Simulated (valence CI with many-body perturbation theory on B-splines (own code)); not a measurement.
Sr31+: E2, M1, M2 decay

Level of theory: valence CI with perturbative core correlation (CI+MBPT): five valence electrons over a frozen Dirac-Fock core [He], a basis of 9 s, 9 p, 8 d, 6 f, 3 g, 1 h functions for each j, with the one-electron correlation potential Σ1 (screened to all orders), the two-electron term Σ2, the three-electron term Σ3, Breit, model QED; selected single and double excitations, second order for the rest (own B-spline code, finite nucleus).

No measured spectrum was set against this ion. As an estimate, large intervals hold to a few tenths of a per cent, small ones and those within an open d or f shell to about a per cent. Among the levels kept, up to 1500 cm⁻¹ of a level comes from second order outside the variational space, and about a tenth of that is noise between levels of different J, which matters for small intervals.

Lines 1 to 50 of 53 in falling wavelength, among levels below 19378 × 10³ cm⁻¹, chosen from the decays that carry over 1 % of a level's rate. Wavelengths and rates use the calculated energies. Electric multipoles are in the length gauge, E1 and E2 with the static RPA response of the core. S is in atomic units (e²a₀⁴ for E2 and M2, e²a₀⁶ for E3), for M1 in squared Bohr magnetons. Weak lines are less certain than strong ones. Lines between different terms over intervals too small for the method are left out, as are lines whose strength nearly cancels. The highest levels of a list are the least certain.

Levels are named by their leading jj configuration (3d3/2^4 stands for four electrons in 3d with j = 3/2), which in mixed levels can hold well under half, so a name can repeat and another be missing. Letters in brackets count levels of one name in rising energy.

```csv
λ vac (Å),Upper,Lower,Type,A (s⁻¹),S (a.u.)
894.7,(2s^2 2p1/2 2p3/2^2) J=5/2,(2s^2 2p1/2 2p3/2^2) J=3/2,M1,7.75e+03,1.23e+00
204.0,(2s^2 2p3/2^3) J=3/2,(2s^2 2p1/2 2p3/2^2) J=1/2,M1,6.15e+05,7.74e-01
202.1,(2s^2 2p1/2 2p3/2^2) J=3/2,(2s^2 2p1/2^2 2p3/2) J=3/2,M1,2.60e+06,3.18e+00
164.9,(2s^2 2p1/2 2p3/2^2) J=5/2,(2s^2 2p1/2^2 2p3/2) J=3/2,M1,4.72e+05,4.71e-01
157.3,(2s^2 2p3/2^3) J=3/2,(2s^2 2p1/2 2p3/2^2) J=5/2,M1,1.22e+06,7.03e-01
133.8,(2s^2 2p3/2^3) J=3/2,(2s^2 2p1/2 2p3/2^2) J=3/2,M1,5.53e+06,1.96e+00
132.9,(2s^2 2p1/2 2p3/2^2) J=1/2,(2s^2 2p1/2^2 2p3/2) J=3/2,M1,2.87e+06,5.01e-01
80.49,(2s^2 2p3/2^3) J=3/2,(2s^2 2p1/2^2 2p3/2) J=3/2,M1,1.05e+05,8.10e-03
6.145,(2s^2 2p1/2 2p3/2 3d5/2) J=9/2,(2s 2p1/2 2p3/2^3) J=5/2,E2,1.49e+08,1.17e-05
5.936,(2s^2 2p3/2^2 3d5/2) J=9/2,(2s 2p1/2 2p3/2^3) J=5/2,E2,1.67e+08,1.10e-05
5.798,(2s^2 2p1/2 2p3/2 3p1/2) J=3/2 [a],(2s^2 2p1/2 2p3/2^2) J=1/2,E2,3.39e+09,7.93e-05
5.776,(2s^2 2p1/2 2p3/2 3p1/2) J=5/2,(2s^2 2p1/2 2p3/2^2) J=1/2,E2,5.36e+09,1.84e-04
5.761,(2s^2 2p1/2 2p3/2 3p1/2) J=1/2,(2s^2 2p1/2 2p3/2^2) J=5/2,E2,9.60e+09,1.09e-04
5.734,(2s 2p1/2^2 2p3/2 3p3/2) J=7/2,(2s 2p1/2^2 2p3/2^2) J=5/2,E2,5.24e+09,2.32e-04
5.730,(2s^2 2p1/2 2p3/2 3p3/2) J=3/2 [a],(2s^2 2p1/2 2p3/2^2) J=1/2,E2,2.85e+09,6.28e-05
5.728,(2s^2 2p1/2 2p3/2 3p1/2) J=5/2,(2s^2 2p1/2 2p3/2^2) J=5/2,E2,1.99e+10,6.59e-04
5.725,(2s^2 2p1/2^2 3p1/2) J=1/2,(2s^2 2p1/2^2 2p3/2) J=3/2,E2,3.46e+10,3.80e-04
5.724,(2s^2 2p1/2 2p3/2 3p1/2) J=1/2,(2s^2 2p1/2 2p3/2^2) J=3/2,E2,1.36e+10,1.49e-04
5.720,(2s^2 2p3/2^2 3p1/2) J=5/2,(2s^2 2p3/2^3) J=3/2,E2,2.28e+10,7.46e-04
5.713,(2s^2 2p1/2 2p3/2 3p1/2) J=3/2 [a],(2s^2 2p1/2 2p3/2^2) J=3/2,E2,2.32e+10,5.04e-04
5.707,(2s^2 2p1/2 2p3/2 3p3/2) J=3/2 [b],(2s^2 2p1/2 2p3/2^2) J=1/2,E2,8.50e+09,1.84e-04
5.703,(2s^2 2p1/2 2p3/2 3p3/2) J=5/2 [a],(2s^2 2p1/2 2p3/2^2) J=5/2,E2,3.66e+09,1.18e-04
5.697,(2s^2 2p3/2^2 3p3/2) J=1/2,(2s^2 2p3/2^3) J=3/2,E2,1.33e+10,1.43e-04
5.696,(2s^2 2p3/2^2 3p3/2) J=5/2,(2s^2 2p3/2^3) J=3/2,E2,1.21e+10,3.88e-04
5.696,(2s^2 2p1/2 2p3/2 3p3/2) J=1/2 [a],(2s^2 2p1/2 2p3/2^2) J=5/2,E2,3.07e+09,3.29e-05
5.693,(2s^2 2p3/2^2 3p3/2) J=7/2,(2s^2 2p3/2^3) J=3/2,E2,5.74e+09,2.45e-04
5.693,(2s^2 2p1/2 2p3/2 3p1/2) J=3/2 [b],(2s^2 2p1/2 2p3/2^2) J=5/2,E2,2.27e+10,4.84e-04
5.692,(2s^2 2p1/2 2p3/2 3p1/2) J=5/2,(2s^2 2p1/2 2p3/2^2) J=3/2,E2,5.26e+09,1.68e-04
5.691,(2s^2 2p1/2 2p3/2 3p3/2) J=5/2 [b],(2s^2 2p1/2 2p3/2^2) J=1/2,E2,9.15e+09,2.93e-04
5.673,(2s^2 2p1/2 2p3/2 3p3/2) J=7/2,(2s^2 2p1/2 2p3/2^2) J=5/2,E2,1.03e+10,4.31e-04
5.667,(2s^2 2p1/2 2p3/2 3p3/2) J=5/2 [a],(2s^2 2p1/2 2p3/2^2) J=3/2,E2,7.90e+09,2.47e-04
5.663,(2s^2 2p3/2^2 3d5/2) J=9/2,(2s 2p1/2^2 2p3/2^2) J=5/2,E2,2.06e+08,1.07e-05
5.660,(2s^2 2p1/2 2p3/2 3p3/2) J=1/2 [a],(2s^2 2p1/2 2p3/2^2) J=3/2,E2,1.33e+10,1.38e-04
5.658,(2s^2 2p1/2^2 3p3/2) J=3/2,(2s^2 2p1/2^2 2p3/2) J=3/2,E2,1.85e+10,3.83e-04
5.654,(2s^2 2p3/2^2 3p1/2) J=1/2,(2s^2 2p3/2^3) J=3/2,E2,1.05e+10,1.09e-04
5.647,(2s^2 2p1/2 2p3/2 3p3/2) J=3/2 [a],(2s^2 2p1/2 2p3/2^2) J=3/2,E2,7.25e+09,1.49e-04
5.637,(2s^2 2p1/2 2p3/2 3p3/2) J=7/2,(2s^2 2p1/2 2p3/2^2) J=3/2,E2,1.05e+09,4.27e-05
5.633,(2s^2 2p3/2^2 3p3/2) J=3/2 [a],(2s^2 2p3/2^3) J=3/2,E2,2.10e+10,4.26e-04
5.622,(2s^2 2p1/2 2p3/2 3p3/2) J=1/2 [b],(2s^2 2p1/2 2p3/2^2) J=5/2,E2,3.16e+10,3.17e-04
5.587,(2s^2 2p1/2 2p3/2 3p3/2) J=1/2 [b],(2s^2 2p1/2 2p3/2^2) J=3/2,E2,1.53e+10,1.49e-04
5.538,(2s^2 2p1/2 2p3/2 3d5/2) J=9/2,(2s^2 2p1/2 2p3/2^2) J=5/2,M2,2.69e+08,1.25e-05
5.536,(2s^2 2p1/2 2p3/2 3p1/2) J=5/2,(2s^2 2p1/2^2 2p3/2) J=3/2,E2,1.17e+09,3.27e-05
5.512,(2s^2 2p1/2 2p3/2 3p3/2) J=5/2 [a],(2s^2 2p1/2^2 2p3/2) J=3/2,E2,6.20e+09,1.69e-04
5.505,(2s^2 2p1/2 2p3/2 3p3/2) J=1/2 [a],(2s^2 2p1/2^2 2p3/2) J=3/2,E2,4.52e+09,4.09e-05
5.497,(2s^2 2p3/2^2 3p3/2) J=5/2,(2s^2 2p1/2 2p3/2^2) J=5/2,E2,1.13e+10,3.05e-04
5.495,(2s^2 2p3/2^2 3p3/2) J=7/2,(2s^2 2p1/2 2p3/2^2) J=5/2,E2,1.07e+10,3.84e-04
5.493,(2s^2 2p1/2 2p3/2 3p3/2) J=3/2 [a],(2s^2 2p1/2^2 2p3/2) J=3/2,E2,9.64e+09,1.72e-04
5.484,(2s^2 2p1/2 2p3/2 3p3/2) J=7/2,(2s^2 2p1/2^2 2p3/2) J=3/2,E2,1.83e+10,6.47e-04
5.464,(2s^2 2p3/2^2 3p3/2) J=5/2,(2s^2 2p1/2 2p3/2^2) J=3/2,E2,6.49e+09,1.69e-04
5.462,(2s^2 2p3/2^2 3p3/2) J=3/2 [b],(2s^2 2p1/2 2p3/2^2) J=1/2,E2,1.70e+10,2.96e-04
```
